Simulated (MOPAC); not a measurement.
MOPAC input (PM7):

```
PM7 1SCF GEO-OK AUX(PRECISION=9) THREADS=1
C4H6BBr

C    -2.47297600 1   -1.12623900 1    0.29709300 1
C    -1.21975200 1   -1.59167800 1    0.28987100 1
B     0.05890900 1   -0.75236600 1    0.10070900 1
Br   -0.09202800 1    1.17535400 1   -0.15732900 1
C     1.45447800 1   -1.40617900 1    0.11141200 1
C     2.62167100 1   -0.77284700 1   -0.04288800 1
H    -2.68128300 1   -0.07118700 1    0.16304900 1
H    -3.32928300 1   -1.77652900 1    0.43597500 1
H    -1.08579500 1   -2.66318900 1    0.43043900 1
H     1.48885700 1   -2.48459700 1    0.25862500 1
H     3.57000900 1   -1.29795600 1   -0.02443500 1
H     2.66340300 1    0.29954900 1   -0.19361700 1
```

From the output:

```
                                                       MOPAC v23.2.5 Linux

          FINAL HEAT OF FORMATION =          9.25120 KCAL/MOL =      38.70702 KJ/MOL

          COSMO AREA              =        147.89 SQUARE ANGSTROMS
          COSMO VOLUME            =        139.83 CUBIC ANGSTROMS

          IONIZATION POTENTIAL    =          9.980139 EV
          HOMO LUMO ENERGIES (EV) =         -9.980 -1.756
          NO. OF FILLED LEVELS    =         16
          MOLECULAR WEIGHT        =        144.8054         POINT GROUP:  C2v

          MOLECULAR DIMENSIONS (Angstroms)

            Atom       Atom       Distance
            H    11    H     8     6.93118
            H    10   Br     4     3.79406
            C     5    H     7     0.00000

          SCF CALCULATIONS        =          1

   ATOM   CHEMICAL          X               Y               Z
  NUMBER   SYMBOL      (ANGSTROMS)     (ANGSTROMS)     (ANGSTROMS)

     1       C         -2.47297600  *  -1.12623900  *   0.29709300  *
     2       C         -1.21975200  *  -1.59167800  *   0.28987100  *
     3       B          0.05890900  *  -0.75236600  *   0.10070900  *
     4      Br         -0.09202800  *   1.17535400  *  -0.15732900  *
     5       C          1.45447800  *  -1.40617900  *   0.11141200  *
     6       C          2.62167100  *  -0.77284700  *  -0.04288800  *
     7       H         -2.68128300  *  -0.07118700  *   0.16304900  *
     8       H         -3.32928300  *  -1.77652900  *   0.43597500  *
     9       H         -1.08579500  *  -2.66318900  *   0.43043900  *
    10       H          1.48885700  *  -2.48459700  *   0.25862500  *
    11       H          3.57000900  *  -1.29795600  *  -0.02443500  *
    12       H          2.66340300  *   0.29954900  *  -0.19361700  *

                             CARTESIAN COORDINATES

   1    C       -2.472976000    -1.126239000     0.297093000
   2    C       -1.219752000    -1.591678000     0.289871000
   3    B        0.058909000    -0.752366000     0.100709000
   4   Br       -0.092028000     1.175354000    -0.157329000
   5    C        1.454478000    -1.406179000     0.111412000
   6    C        2.621671000    -0.772847000    -0.042888000
   7    H       -2.681283000    -0.071187000     0.163049000
   8    H       -3.329283000    -1.776529000     0.435975000
   9    H       -1.085795000    -2.663189000     0.430439000
  10    H        1.488857000    -2.484597000     0.258625000
  11    H        3.570009000    -1.297956000    -0.024435000
  12    H        2.663403000     0.299549000    -0.193617000

           Empirical Formula: C4 H6 B Br  =    12 atoms

      MOLECULAR POINT GROUP   :   C2v

                  EIGENVALUES
 -27.14108 -27.06747 -25.18865 -20.80242 -19.25896 -16.59023 -16.38675 -14.94445
 -13.44025 -12.91066 -11.78753 -11.78417 -11.08709 -10.64692 -10.16961  -9.98014
  -1.75550   0.78541   0.83161   1.36774   2.37069   4.59546   5.31643   5.33995
   5.67628   5.73416   6.03228   6.07704   6.27907   6.34090 259.18735 259.20161
 259.35190 259.65564 259.69217

              NET ATOMIC CHARGES AND DIPOLE CONTRIBUTIONS

  ATOM NO.   TYPE          CHARGE      No. of ELECS.   s-Pop       p-Pop       d-Pop
    1          C          -0.203659        4.2037     1.11373     3.08992
    2          C          -0.259196        4.2592     1.10198     3.15722
    3          B           0.220029        2.7800     0.73394     2.04603
    4         Br          -0.166991        7.1670     1.93346     5.23076     0.00277
    5          C          -0.259196        4.2592     1.10198     3.15722
    6          C          -0.203658        4.2037     1.11373     3.08992
    7          H           0.150284        0.8497     0.84972
    8          H           0.141299        0.8587     0.85870
    9          H           0.144753        0.8552     0.85525
   10          H           0.144753        0.8552     0.85525
   11          H           0.141299        0.8587     0.85870
   12          H           0.150284        0.8497     0.84972
 DIPOLE           X         Y         Z       TOTAL
 POINT-CHG.     0.129    -1.649     0.221     1.669
 HYBRID         0.008    -0.099     0.013     0.101
 SUM            0.137    -1.748     0.234     1.769

          ATOMIC ORBITAL ELECTRON POPULATIONS

     Atom    s        px        py        pz      x^2-y^2     xz        z^2       yz        xy
    1  C   1.11373   1.05420   1.12625   0.90947
    2  C   1.10198   1.03227   1.11723   1.00772
    3  B   0.73394   0.96641   0.76279   0.31683
    4 Br   1.93346   1.98418   1.38025   1.86633   0.00096   0.00003   0.00044   0.00039   0.00094
    5  C   1.10198   1.04047   1.10996   1.00679
    6  C   1.11373   1.06279   1.11864   0.90849
    7  H   0.84972
    8  H   0.85870
    9  H   0.85525
   10  H   0.85525
   11  H   0.85870
   12  H   0.84972

 **********************
 *                    *
 * JOB ENDED NORMALLY *
 *                    *
 **********************

 == MOPAC DONE ==
```

The geometry given is a B3LYP-D3(BJ)/def2-TZVP minimum.
